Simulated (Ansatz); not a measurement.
`CC[Si]C` + H₂O → `CC[Si]O` + CH₄ at 298.15 K and 1 bar (formal hydrolysis of the Si–C bond).

Program: Ansatz. Geometries: PBE0-D4/def2-TZVP. ΔE: electronic, gas phase. CCSD(T)/CBS is the MP2 limit (def2-TZVPP, def2-QZVPP) plus CCSD(T) − MP2 in def2-TZVPP, frozen cores. This one scheme is used for every species. Each species was taken in one conformer, which may not be the lowest.

| species | CCSD(T)/CBS energy (Eh) | H − E (kJ/mol) | S (J/(mol·K)) |
| --- | --- | --- | --- |
| `CC[Si]C` | -408.00123 | 282.7 | 335.0 |
| H₂O | -76.37941 | 66.4 | 188.7 |
| `CC[Si]O` | -443.97447 | 224.8 | 316.4 |
| CH₄ | -40.46206 | 127.4 | 186.2 |

H − E and S are ideal-gas, rigid-rotor, harmonic terms from PBE0-D4/def2-TZVP, for one conformer and one mirror image of each species. 1 Eh = 2625.50 kJ/mol, R = 8.31446 J/(mol·K).

By hand: ΔE, ΔH, ΔS and ΔG.

ΔE = (-443.97447) + (-40.46206) − (-408.00123) − (-76.37941) = -0.05589 Eh = -146.7 kJ/mol. Δ(H − E) = 224.8 + 127.4 − 282.7 − 66.4 = 3.1, so ΔH = -143.6 kJ/mol. ΔS = 316.4 + 186.2 − 335.0 − 188.7 = -21.1 J/(mol·K). ΔG = -143.6 − 298.15 × (-21.1)/1000 = -137.3 kJ/mol.

By hand: the equilibrium constant, and the temperature at which ΔG would vanish if ΔH and ΔS stayed fixed.

log₁₀ K = −ΔG/(RT ln 10) = 24.1. ΔG = 0 at ΔH/ΔS = 6806 K, far beyond where these terms or the molecules hold.

ΔH outweighs TΔS. A doubt of 5 kJ/mol in ΔE shifts log₁₀ K by 0.9 here. Other conformers and mirror images would add mixing entropy, several J/(mol·K) or more a flexible species. These are equilibria of isolated gas molecules and say nothing of rates. Largest T1 diagnostic: 0.013 (customary marks: 0.02 for closed shells, 0.045 for open ones).
